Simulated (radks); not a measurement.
All-electron atom: Bi2+ in [Hg] 6d1 (not the ground configuration). All-electron calculation, scalar-relativistic Kohn-Sham, Wu-Cohen GGA, spin-polarised, spherical densities, finite nucleus; open shells are filled with parallel spins first (spin-orbit coupling, left out, can overturn this in heavy ions); Fermi nuclear charge, rms radius 5.5211 fm. Program: a radial shooting solver on a logarithmic mesh with Libxc functionals.

Unscreened Slater integrals over Kohn-Sham orbitals (cm^-1). They are taken over the spin-up orbitals.

F0(6d,6d): 49660
F2(6d,6d): 27131
F4(6d,6d): 18302
F0(6d,6s): 60256
G2(6d,6s): 11065
F0(6d,5d): 63333
F2(6d,5d): 12302
F4(6d,5d): 5060.8
G0(6d,5d): 2586.3
G2(6d,5d): 3247.3
G4(6d,5d): 2668.5
F0(6d,5p): 64442
F2(6d,5p): 9566.9
G1(6d,5p): 4565.1
G3(6d,5p): 3234.2
F0(6s,6s): 96603
F0(6s,5d): 113850
G2(6s,5d): 23842
F0(6s,5p): 118580
G1(6s,5p): 9473.3
F0(5d,5d): 162030
F2(5d,5d): 84972
F4(5d,5d): 56883
F0(5d,5p): 180430
F2(5d,5p): 91577
G1(5d,5p): 111920
G3(5d,5p): 69778
F0(5p,5p): 208210
F2(5p,5p): 112350

Derived for the open shells (J is the average intra-shell exchange parameter used in DFT+U). 6d: Racah B = F2/49 - 5 F4/441 = 346.2 cm^-1, C = 35 F4/441 = 1453 cm^-1, C/B = 4.20, F4/F2 = 0.675, J = (F2 + F4)/14 = 3245 cm^-1.
